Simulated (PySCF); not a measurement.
Species: C5H16N2Si2.
SMILES with atom numbers: `[CH3:1][CH2:2][C:3]([CH3:4])([CH3:5])[SiH:6]1[NH:7][SiH2:8][NH:9]1` (hydrogens: H10, H11, H12 on C1; H13, H14 on C2; H15, H16, H17 on C4; H18, H19, H20 on C5; H21 on Si6; H22 on N7; H23, H24 on Si8; H25 on N9)

The same species was optimised twice, with GFN2-xTB and with PBE0-D3(BJ)/def2-SVP (PySCF), and the same property calculations (PySCF, gas phase) were run on both structures.

```tsv
coordinate	GFN2-xTB	PBE0-D3(BJ)/def2-SVP	change
Si6–N7 (Å)	1.740	1.752	+0.012
Si6–N9 (Å)	1.743	1.754	+0.011
Si8–N9 (Å)	1.737	1.746	+0.009
N7–Si8 (Å)	1.737	1.744	+0.007
C2–C3 (Å)	1.532	1.538	+0.006
C3–Si6 (Å)	1.902	1.897	-0.005
C3–C5 (Å)	1.530	1.532	+0.002
C3–C4 (Å)	1.528	1.529	+0.001
C1–C2 (Å)	1.522	1.522	0.000
N7–Si8–N9 (°)	83.3	86.7	+3.4
N7–Si6–N9 (°)	83.0	86.2	+3.2
Si6–N9–Si8 (°)	96.6	93.5	-3.1
Si6–N7–Si8 (°)	96.7	93.6	-3.1
C4–C3–Si6 (°)	110.7	109.1	-1.6
C5–C3–Si6 (°)	108.1	106.6	-1.5
C3–Si6–N7 (°)	118.6	117.2	-1.4
C1–C2–C3 (°)	114.7	116.0	+1.3
C1–C2–C3–C4 (°)	67	64	-3
C2–C3–Si6–N7 (°)	86	83	-3
```

Rotational constants: A = 1972, B = 804.8, C = 697.1 MHz (GFN2-xTB) against A = 1923, B = 824.0, C = 709.4 MHz (PBE0-D3(BJ)/def2-SVP). Point groups within 0.08 Å: C1 and C1.

On the GFN2-xTB structure: HOMO (eV) -6.83 [PBE0/pcSseg-1]; LUMO (eV) 0.05 [PBE0/pcSseg-1]; dipole (D) 0.31 [PBE0/pcSseg-1]; GIAO shielding of C1 (ppm) 172.0 [PBE0/pcSseg-1]; GIAO shielding of C2 (ppm) 149.8 [PBE0/pcSseg-1]; GIAO shielding of C3 (ppm) 157.9 [PBE0/pcSseg-1]; GIAO shielding of C4/C5 (mean) (ppm) 163.1 [PBE0/pcSseg-1]; GIAO shielding of Si6 (ppm) 341.3 [PBE0/pcSseg-1]; GIAO shielding of N7/N9 (mean) (ppm) 247.8 [PBE0/pcSseg-1]; GIAO shielding of Si8 (ppm) 369.5 [PBE0/pcSseg-1].

Q: What do these properties become on the PBE0-D3(BJ)/def2-SVP structure?

A: 
```json
{"property": "HOMO (eV)", "level": "PBE0/pcSseg-1", "on GFN2-xTB": "-6.83", "on PBE0-D3(BJ)/def2-SVP": "-6.92", "change": "-0.09"}
{"property": "LUMO (eV)", "level": "PBE0/pcSseg-1", "on GFN2-xTB": "0.05", "on PBE0-D3(BJ)/def2-SVP": "0.13", "change": "+0.08"}
{"property": "dipole (D)", "level": "PBE0/pcSseg-1", "on GFN2-xTB": "0.31", "on PBE0-D3(BJ)/def2-SVP": "0.59", "change": "+0.28"}
{"property": "energy, GFN2-xTB geometry as zero (kcal/mol)", "level": "PBE0/pcSseg-1", "on GFN2-xTB": "0.0", "on PBE0-D3(BJ)/def2-SVP": "-3.8", "change": "-3.8"}
{"property": "GIAO shielding of C1 (ppm)", "level": "PBE0/pcSseg-1", "on GFN2-xTB": "172.0", "on PBE0-D3(BJ)/def2-SVP": "170.9", "change": "-1.1"}
{"property": "GIAO shielding of C2 (ppm)", "level": "PBE0/pcSseg-1", "on GFN2-xTB": "149.8", "on PBE0-D3(BJ)/def2-SVP": "149.7", "change": "-0.1"}
{"property": "GIAO shielding of C3 (ppm)", "level": "PBE0/pcSseg-1", "on GFN2-xTB": "157.9", "on PBE0-D3(BJ)/def2-SVP": "158.5", "change": "+0.6"}
{"property": "GIAO shielding of C4/C5 (mean) (ppm)", "level": "PBE0/pcSseg-1", "on GFN2-xTB": "163.1", "on PBE0-D3(BJ)/def2-SVP": "162.1", "change": "-1.0"}
{"property": "GIAO shielding of Si6 (ppm)", "level": "PBE0/pcSseg-1", "on GFN2-xTB": "341.3", "on PBE0-D3(BJ)/def2-SVP": "339.2", "change": "-2.1"}
{"property": "GIAO shielding of N7/N9 (mean) (ppm)", "level": "PBE0/pcSseg-1", "on GFN2-xTB": "247.8", "on PBE0-D3(BJ)/def2-SVP": "245.6", "change": "-2.2"}
{"property": "GIAO shielding of Si8 (ppm)", "level": "PBE0/pcSseg-1", "on GFN2-xTB": "369.5", "on PBE0-D3(BJ)/def2-SVP": "371.4", "change": "+1.9"}
```

The heavy atoms differ by 0.049 Å rms after alignment. Among bonds between heavy atoms Si6–N7 and Si6–N9 change most and about equally (+0.011 to +0.012 Å). Changes are differences of the printed values. Neither structure is proved a minimum here.

The values belong to the conformer `[CH3:1][CH2:2][C:3]([CH3:4])([CH3:5])[SiH:6]1[NH:7][SiH2:8][NH:9]1`: C1–C2–C3–C4 64°, C2–C3–Si6–N7 83°.
